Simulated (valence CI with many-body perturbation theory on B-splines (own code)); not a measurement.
# Bi49+: key properties

Method: relativistic CI+MBPT: six valence electrons over a frozen Dirac-Fock core [Ar] 3d10, radial functions for each j: 9 s, 9 p, 8 d, 6 f, 3 g, 1 h, with the one-electron correlation potential Σ1 (screened to all orders), the two-electron term Σ2, the three-electron term Σ3, Breit, model QED; selected single and double excitations, second order for the rest, scaled by the run's own slope (own B-spline code, finite nucleus).

The last digits are not significant, and no measured levels were compared; by estimate large intervals hold to a few tenths of a per cent, small ones and those within an open d or f shell to about a per cent. Among the levels kept, up to 630 cm⁻¹ of a level comes from second order outside the variational space, and about a tenth of that is noise between levels of different J, which matters for small intervals.

Levels are named by their leading jj configuration (3d3/2^4 stands for four electrons in 3d with j = 3/2), which in mixed levels can hold well under half, so a name can repeat and another be missing.

Rates and lifetimes use the calculated energies. Strong lines usually hold to 10 to 20 %, long lifetimes can be off by a factor of two.

Q: What is the ground level?

A: (4s^2 4p1/2^2 4p3/2^2) J=2, composition 68 % 4s2.4p4 3P + 31 % 4s2.4p4 1D, g = 1.337.

Q: Where does the other parity begin?

A: At (4s^2 4p1/2^2 4p3/2 4d3/2) J=2, 1500.0 × 10³ cm⁻¹.

Q: Among levels below 3496.5 × 10³ cm⁻¹, which E1 lines absorb most strongly from the ground level?

A: to (4s^2 4p1/2 4p3/2^2 4d3/2) J=3 at 3.270 nm, f = 0.718; to (4s^2 4p1/2 4p3/2^2 4d3/2) J=2 at 3.258 nm, f = 0.574; to (4s^2 4p1/2^2 4p3/2 4d5/2) J=3 at 5.140 nm, f = 0.441.

Q: Name the longest-lived excited levels whose lifetime is computed, and their main decay.

A: (4s^2 4p1/2^2 4p3/2^2) J=0 at 84.72 × 10³ cm⁻¹ lives 137 ms, mostly by E2 to (4s^2 4p1/2^2 4p3/2^2) J=2; (4s^2 4p1/2^2 4p3/2 4d3/2) J=0 at 1528.3 × 10³ cm⁻¹ lives 5.01 μs, mostly by E1 to (4s^2 4p1/2 4p3/2^3) J=1; (4s^2 4p1/2^2 4p3/2 4d5/2) J=4 at 1812.4 × 10³ cm⁻¹ lives 3.83 μs, mostly by M1 to (4s^2 4p1/2^2 4p3/2 4d3/2) J=3.

Q: What are the static dipole polarisabilities of the lowest levels?

A: (4s^2 4p1/2^2 4p3/2^2) J=2 0.0214 (tensor 7.7e-05); (4s^2 4p1/2^2 4p3/2^2) J=0 0.0214 bohr³, of which the core gives 0.00117.
